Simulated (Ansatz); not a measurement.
C2H4ClInSi (`C#[C][In]([SiH3])[Cl]`) at its PBE0-D4/def2-TZVP geometry, where that method's forces vanish. The species carries charge 0 and has multiplicity 1. In takes the def2 core potential.

```
atom   x (Å)   y (Å)   z (Å)
  C1  -2.556   0.971   1.743
  C2  -1.821   0.528   0.892
 In3  -0.489  -0.214  -0.526
 Si4   2.053  -0.401  -0.535
 Cl5  -1.610  -0.970  -2.438
  H6  -3.214   1.360   2.487
  H7   2.471  -1.479  -1.465
  H8   2.551  -0.693   0.834
  H9   2.615   0.898  -0.991
```

(1) For each bond, give half the difference of the two atoms' forces along it (eV/Å; positive pushes the atoms apart) under PBE-D4, r2SCAN-D4, B3LYP-D4, ωB97M-V in def2-TZVPP. (Estimate.)

Answers

(1) Computed: 
| bond | length (Å) | PBE-D4 | r2SCAN-D4 | B3LYP-D4 | ωB97M-V |
| --- | --- | --- | --- | --- | --- |
| C1–C2 | 1.209 | 0.90 | 0.35 | -0.06 | -0.26 |
| C1–H6 | 1.067 | -0.33 | -0.22 | -0.11 | 0.05 |
| C2–In3 | 2.082 | -0.44 | -0.15 | 0.12 | 0.23 |
| In3–Si4 | 2.549 | -0.11 | -0.04 | 0.02 | -0.03 |
| In3–Cl5 | 2.341 | 0.22 | 0.08 | 0.24 | 0.00 |
| Si4–H7 | 1.484 | 0.08 | -0.02 | -0.09 | -0.10 |
| Si4–H8 | 1.486 | 0.09 | -0.02 | -0.08 | -0.11 |
| Si4–H9 | 1.487 | 0.09 | -0.01 | -0.08 | -0.11 |

B3LYP here is the variant with VWN-RPA as its local correlation; programs differ in this.
